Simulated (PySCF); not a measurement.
# Computed properties of F₂HS, SMILES F[SH+]F, charge +1

F₂HS, SMILES F[SH+]F, charge +1. The structure is a stationary point at TPSSh-D3(BJ)/def2-TZVP. The isomer is the one that the SMILES or the coordinates give; other isomers of the formula were not compared. One conformer was computed; it need not be the lowest. All values are computed for the isolated molecule unless a solvent is named; none is compared with measurement here.

**Structure.** The optimised structure has Cs symmetry. All 6 harmonic modes at TPSSh-D3(BJ)/def2-TZVP (PySCF) are real, so it is a minimum. With heavy atoms numbered as in [F:1][SH+:2][F:3], the shortest bond between them is F1–S2 at 1.531 Å and the longest S2–F3 at 1.531 Å.

**Vibrations.** The strongest infrared lines (harmonic, unscaled, degenerate partners summed) lie at 954 cm⁻¹ (143 km/mol, F 55 %, S 43 %), 927 cm⁻¹ (76 km/mol, F 65 %, S 35 %), 1071 cm⁻¹ (30 km/mol, H 86 %). The softest mode is at 379 cm⁻¹ and the zero-point energy is 9.9 kcal/mol.

**Electronic structure.** B3LYP/def2-TZVPD (PySCF) places the frontier levels at -17.66 and -9.61 eV, a gap of 8.05 eV and a mean polarisability of 19.5 bohr³.

**Excitations.** TDDFT-B3LYP/def2-SVPD (PySCF) has S1 at 6.76 eV (183 nm, f = 0.013, weak); the most intense of the 10 singlets computed lies at 10.01 eV (f = 0.13). T1 (TDA) is at 5.61 eV. No vertical singlet excitation falls in the visible range (under 3.1 eV).

**NMR.** GIAO shifts at PBE0/pcSseg-2 (PySCF) (non-relativistic, atoms alike by connectivity averaged): ¹H at 11.3 ppm against TMS; ¹⁹F at -88.9 ppm against CFCl3.
